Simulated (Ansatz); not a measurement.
Cost and result for the atomization energy of ClH2O2Sn (`[OH][Sn]([OH])[Cl]`) radical (6 atoms, 5 bonds).

Total charge 0; spin multiplicity 2. Correlated methods include outer-core shells of Sn, which these sets cover unevenly. Sn: def2 effective core potential. The geometry is a stationary point of PBE0-D4/def2-TZVP. It is one conformer, not always the lowest. Program: Ansatz. All runs use 4 threads of a server CPU on a shared host. Times are those of one run each, without the atoms' runs, and a repeat can differ threefold. Electronic energies, without spin–orbit coupling; frozen cores. CCSD(T)/CBS adds CCSD(T) − MP2 in def2-TZVPP to the MP2 limit, and its time is that of the two runs behind it. T1 = 0.018; ⟨S²⟩ of the reference is 0.76. With those shells the extrapolation isn't a true limit. B3LYP takes the VWN-RPA correlation (the form of Gaussian; ORCA's B3LYP/G). HSE06 is the plane-wave form, built on full-range PBE exchange.

CCSD(T)/CBS is a level of theory with its own doubt, some kJ/mol a heavy atom from the limit and from the frozen cores, so smaller differences don't rank the functionals.

| level | functions | wall time | atomization (kcal/mol) | difference from CCSD(T)/CBS | per bond |
| --- | --- | --- | --- | --- | --- |
| LDA (SPW92)/def2-TZVPP | 182 | 4.9 s | 536.4 | 82.6 | 16.5 |
| BHLYP-D4/def2-TZVPP | 182 | 9 s | 417.2 | -36.6 | -7.3 |
| HSE06-D4/def2-TZVPP | 182 | 9 s | 442.7 | -11.1 | -2.2 |
| B3LYP-D4/def2-TZVPP (with forces) | 182 | 11 s | 444.1 | -9.7 | -1.9 |
| r2SCANh-D4/def2-TZVPP | 182 | 12 s | 444.9 | -8.9 | -1.8 |
| B2PLYP/def2-TZVPP | 182 | 15 s | 440.3 | -13.5 | -2.7 |
| ωB97X-V/def2-TZVPP | 182 | 17 s | 449.6 | -4.2 | -0.8 |
| CAM-B3LYP-D4/def2-TZVPP | 182 | 19 s | 446.3 | -7.5 | -1.5 |
| CCSD(T)/def2-SVP | 82 | 20 s | 396.6 | -57.2 | -11.4 |
| ωB97M-V/def2-TZVPP (with forces) | 182 | 26 s | 448.1 | -5.7 | -1.1 |
| MP2/def2-QZVPP | 326 | 34 s | 461.2 | 7.4 | 1.5 |
| CCSD(T)/def2-TZVPP | 182 | 4.6 min | 432.6 | -21.2 | -4.2 |
| CCSD(T)/CBS(def2) | – | 5.2 min | 453.8 | 0.0 | 0.0 |

The D4 term adds +5.2 kcal/mol with B3LYP and +2.7 kcal/mol with PBE0; it sums over pairs of atoms, weighted by their polarisabilities, and B3LYP, whose exchange is more repulsive, gets the larger term. From PBE to PBE0 (25 % exact exchange), in def2-TZVPP and without D4, the atomization energy moves by −21.1 kcal/mol: exact exchange takes away binding that semilocal exchange gives to molecules. In def2-TZVPP, CCSD(T) changes the Hartree–Fock value by +152.9 kcal/mol (the triples alone add +12.1 kcal/mol) and MP2 by +168.5 kcal/mol; breaking electron pairs costs correlation energy, which Hartree–Fock lacks.

Spin–orbit coupling would lower the free Sn atoms strongly, and the atomization energy with them, by more than many differences here. For some Ge, Se and Sn compounds the MP2-based and the directly extrapolated limit differ by 10 to 25 kJ/mol.
